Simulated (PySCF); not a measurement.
## Electron correlation in Cd+ (cadmium, charge +1)

[Kr] 4d10 5p1, 2P determinant (an excited configuration). Calculation: PySCF 2.14, in def2-TZVPPD with the def2 core potential (28 electrons); scalar relativity through the core potential. Frozen: nothing; 19 electrons correlated.

```tsv
level	correlation energy (mhartree)
CCSD	-611.50
(T)	-14.07
CCSD(T)	-625.57
```

Diagnostics: T1 = 0.0096, D1 = 0.0526, largest double amplitude 0.026.

Cost of the coupled-cluster step: roughly 21 core-seconds, for 19 correlated electrons.

Iterations:

```
CC2 = 0
CCSD nocc = (np.int64(10), np.int64(9)), nmo = (56, 56)
frozen orbitals [[], []]
max_cycle = 100
direct = 0
conv_tol = 1e-08
conv_tol_normt = 1e-06
diis_space = 8
diis_start_cycle = 0
Init t2, MP2 energy = -0.632742341460925
Init E_corr(UCCSD) = -0.632742341461262
cycle = 1  E_corr(UCCSD) = -0.601010638999791  dE = 0.0317317025  norm(t1,t2) = 0.057873
cycle = 2  E_corr(UCCSD) = -0.611534917811383  dE = -0.0105242788  norm(t1,t2) = 0.0158404
cycle = 3  E_corr(UCCSD) = -0.610866328179295  dE = 0.000668589632  norm(t1,t2) = 0.00780398
cycle = 4  E_corr(UCCSD) = -0.611485542618519  dE = -0.000619214439  norm(t1,t2) = 0.00347567
cycle = 5  E_corr(UCCSD) = -0.6115335129316  dE = -4.79703131e-05  norm(t1,t2) = 0.000547162
cycle = 6  E_corr(UCCSD) = -0.611486300783318  dE = 4.72121483e-05  norm(t1,t2) = 0.000293065
cycle = 7  E_corr(UCCSD) = -0.611505967932176  dE = -1.96671489e-05  norm(t1,t2) = 0.000108527
cycle = 8  E_corr(UCCSD) = -0.611506479733781  dE = -5.11801605e-07  norm(t1,t2) = 3.42927e-05
cycle = 9  E_corr(UCCSD) = -0.611503815360857  dE = 2.66437292e-06  norm(t1,t2) = 9.76013e-06
cycle = 10  E_corr(UCCSD) = -0.611503871645787  dE = -5.62849299e-08  norm(t1,t2) = 3.23357e-06
cycle = 11  E_corr(UCCSD) = -0.611503968056148  dE = -9.64103617e-08  norm(t1,t2) = 8.50851e-07
cycle = 12  E_corr(UCCSD) = -0.611503968716469  dE = -6.60320687e-10  norm(t1,t2) = 2.75908e-07
UCCSD converged
E(UCCSD) = -167.0339252951725  E_corr = -0.6115039687164691
UCCSD(T) correction = -0.01407025472261
```

The basis has no tight functions for the innermost shells, so their pair energies are far from complete.

This basis was not built for core-valence correlation, so the inner-shell part is incomplete.
